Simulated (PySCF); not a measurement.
C2H7N2, doublet, geometry from GFN2-xTB; PySCF with PBE0/6-31G.

Here is a job for PySCF.
```python
from pyscf import gto, scf, dft

mol = gto.Mole()
mol.atom = '''
    N     1.630463   -0.224312    0.114394
    C     0.619298    0.660884   -0.243297
    C    -0.710973    0.127507   -0.603737
    N    -1.357855   -0.491110    0.574582
    H     1.278322   -1.148525    0.326971
    H     2.279413    0.115822    0.811182
    H     0.793049    1.710051   -0.098759
    H    -1.319659    0.929996   -1.047017
    H    -0.615816   -0.679339   -1.342071
    H    -1.506663    0.213784    1.290843
    H    -2.266849   -0.864176    0.318224
'''
mol.basis = '6-31g'
mol.charge = 0
mol.spin = 1
mol.verbose = 5
mol.build()

mf = dft.UKS(mol)
mf.xc = 'pbe0'
mf.kernel()
mf.analyze()
```

Question: Write the output that PySCF gives for this input, abridged.

Answer: 
```
PySCF version 2.14.0

[INPUT] verbose = 5
[INPUT] max_memory = 4000
[INPUT] num. atoms = 11
[INPUT] num. electrons = 33
[INPUT] charge = 0
[INPUT] spin (= nelec alpha-beta = 2S) = 1
[INPUT] symmetry False subgroup None
[INPUT] Mole.unit = angstrom
[INPUT] Symbol           X                Y                Z      unit          X                Y                Z       unit  Magmom
[...]
[INPUT] ---------------- BASIS SET ----------------
[INPUT] l, kappa, [nprim/nctr], expnt,             c_1 c_2 ...
[INPUT] N
[...]
                                627.4579          0.013995
                                142.9021          0.068587
                                40.23433          0.232241
                                12.82021          0.46907
                                4.390437          0.360455
[...]
                                2.71628           -0.169118
                                0.772218          1.145852
[...]
                                2.71628           0.323907
                                0.772218          0.740895
[...]
[INPUT] H
[...]
                                2.8253937         0.23472695
                                0.6401217         0.81375733
[...]
[INPUT] C
[...]
                                457.36951         0.0140373
                                103.94869         0.0688426
                                29.210155         0.2321844
                                9.286663          0.4679413
                                3.163927          0.362312
[...]
                                1.8812885         -0.1608542
                                0.5442493         1.1434564
[...]
                                1.8812885         0.316424
                                0.5442493         0.7443083
[...]
nuclear repulsion = 126.262186116656
number of shells = 34
number of NR pGTOs = 116
number of NR cGTOs = 50
basis = 6-31g
ecp = {}

******** <class 'pyscf.dft.uks.UKS'> ********
method = UKS
initial guess = minao
damping factor = 0
level_shift factor = 0
DIIS = <class 'pyscf.scf.diis.CDIIS'>
diis_start_cycle = 1
diis_space = 8
diis_damp = 0
SCF conv_tol = 1e-09
SCF conv_tol_grad = None
SCF max_cycles = 50
direct_scf = True
direct_scf_tol = 1e-13
number electrons alpha = 17  beta = 16
XC library pyscf.dft.libxc version 7.1.2
    S. Lehtola, C. Steigemann, M. J. T. Oliveira, and M. A. L. Marques,  SoftwareX 7, 1–5 (2018)
XC functionals = pbe0
    C. Adamo and V. Barone,  J. Chem. Phys. 110, 6158 (1999)
[...]
converged SCF energy = -189.574441595163  <S^2> = 0.75364157  2S+1 = 2.0036383
Total Energy =                        -189.574441595163080
[...]
spin_pop of  2 C 1s        0.00000
spin_pop of  2 C 2s       -0.00671
spin_pop of  2 C 3s        0.00004
spin_pop of  2 C 2px      -0.01916
spin_pop of  2 C 2py      -0.00641
spin_pop of  2 C 2pz      -0.00894
spin_pop of  2 C 3px       0.00057
spin_pop of  2 C 3py      -0.00003
spin_pop of  2 C 3pz       0.00100
spin_pop of  3 N 1s       -0.00000
spin_pop of  3 N 2s        0.01596
spin_pop of  3 N 3s        0.00072
spin_pop of  3 N 2px       0.00406
spin_pop of  3 N 2py       0.00930
spin_pop of  3 N 2pz       0.01548
spin_pop of  3 N 3px      -0.00017
spin_pop of  3 N 3py      -0.00005
spin_pop of  3 N 3pz       0.00020
spin_pop of  4 H 1s       -0.00018
spin_pop of  4 H 2s        0.00002
spin_pop of  5 H 1s        0.00277
spin_pop of  5 H 2s        0.00005
spin_pop of  6 H 1s       -0.02675
spin_pop of  6 H 2s        0.00027
spin_pop of  7 H 1s        0.00157
spin_pop of  7 H 2s       -0.00000
spin_pop of  8 H 1s        0.02843
spin_pop of  8 H 2s        0.00043
spin_pop of  9 H 1s        0.00104
spin_pop of  9 H 2s        0.00099
spin_pop of  10 H 1s        0.00853
spin_pop of  10 H 2s        0.00032
 ** Mulliken Spin Density (per atom)  **
spin density of  0 N =      0.20026
spin density of  1 C =      0.77640
spin density of  2 C =     -0.03963
spin density of  3 N =      0.04550
spin density of  4 H =     -0.00016
spin density of  5 H =      0.00282
spin density of  6 H =     -0.02648
spin density of  7 H =      0.00156
spin density of  8 H =      0.02886
spin density of  9 H =      0.00203
spin density of  10 H =      0.00885
 ** Mulliken pop alpha/beta on meta-lowdin orthogonal AOs **
 ** Mulliken pop       alpha | beta **
In total            17.00000 | 16.00000
 ** Mulliken atomic charges   ( Nelec_alpha | Nelec_beta ) **
charge of  0N =     -0.38602  (     3.79314      3.59288 )
charge of  1C =     -0.14430  (     3.46035      2.68395 )
charge of  2C =     -0.13080  (     3.04558      3.08522 )
charge of  3N =     -0.49834  (     3.77192      3.72642 )
charge of  4H =      0.23069  (     0.38458      0.38473 )
charge of  5H =      0.22355  (     0.38964      0.38681 )
charge of  6H =      0.10847  (     0.43252      0.45901 )
charge of  7H =      0.09203  (     0.45477      0.45321 )
charge of  8H =      0.11053  (     0.45916      0.43030 )
charge of  9H =      0.19747  (     0.40228      0.40025 )
charge of  10H =      0.19673  (     0.40606      0.39721 )
Dipole moment(X, Y, Z, Debye): -0.95413,  0.77599,  1.07533
```
